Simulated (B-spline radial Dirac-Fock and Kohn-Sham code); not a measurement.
# Relativistic shifts of the levels of Rh⁺

System: rhodium as Rh⁺, 1s2 2s2 2p6 3s2 3p6 3d10 4s2 4p6 4d8.

Both columns are ΔSCF binding energies of the configuration average from a B-spline atomic structure program: non-relativistic Hartree-Fock with a point nucleus, and Dirac-Fock with a finite nucleus and the Coulomb interaction alone, averaged over the two j levels with weights 2j+1.

```csv
shell,Hartree-Fock (eV),Dirac-Fock (eV),shift (eV),shift (%)
1s,22643.4,23304.6,+661.19,+2.92
2s,3283.4,3442.0,+158.57,+4.83
2p,3030.9,3074.9,+43.99,+1.45
3s,616.8,648.7,+31.83,+5.16
3p,515.9,525.2,+9.31,+1.80
4s,99.12,104.8,+5.69,+5.74
4p,66.77,68.23,+1.46,+2.18
4d,17.75,17.40,-0.35,-1.99
```

Relativity binds 1s, 2s, 2p, 3s, 3p, 4s, 4p more strongly, among those listed most of all 4s in relative terms, and 4d more weakly, because the contracted s and p shells screen the nucleus better.

Values without a named source are computed, but for edge energies of neutral atoms, which are taken from tables.
